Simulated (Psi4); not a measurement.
Pair of molecules, SMILES F with SMILES C#C, pulled apart as rigid monomers along the line of their centres of mass from the B3LYP-D3(BJ)/def2-TZVP minimum (SMILES order as in the coordinates).
Starting geometry (charge 0, multiplicity 1):
```xyz
6

F     -0.03246    -0.01162     0.34874
H     -0.01823    -0.00445     1.28329
C      0.25506    -0.53644     3.39847
C     -0.23015     0.55914     3.39748
H      0.68601    -1.50909     3.40738
H     -0.66091     1.53188     3.40466
```

Calculation: Psi4 with SAPT0/jun-cc-pV(D+d)Z.

```json
[
 {"H2···C3 (Å)": "1.99", "electrostatics (meV)": "-442.6", "exchange (meV)": "665.7", "induction (meV)": "-257.8", "dispersion (meV)": "-113.6", "total": "-148.3"},
 {"H2···C3 (Å)": "2.20", "electrostatics (meV)": "-302.0", "exchange (meV)": "334.6", "induction (meV)": "-144.3", "dispersion (meV)": "-71.2", "total": "-183.0"},
 {"H2···C3 (Å)": "2.52", "electrostatics (meV)": "-184.7", "exchange (meV)": "(withheld)", "induction (meV)": "-62.8", "dispersion (meV)": "-36.4", "total": "-165.7"},
 {"H2···C3 (Å)": "3.05", "electrostatics (meV)": "(withheld)", "exchange (meV)": "20.1", "induction (meV)": "-17.8", "dispersion (meV)": "-12.9", "total": "-105.7"},
 {"H2···C3 (Å)": "3.92", "electrostatics (meV)": "-39.6", "exchange (meV)": "1.1", "induction (meV)": "-3.0", "dispersion (meV)": "-3.0", "total": "-44.4"}
]
```

Question: Some entries are withheld; supply them.

Answer: 
- 2.52, exchange (meV): 118.1
- 3.05, electrostatics (meV): -95.1
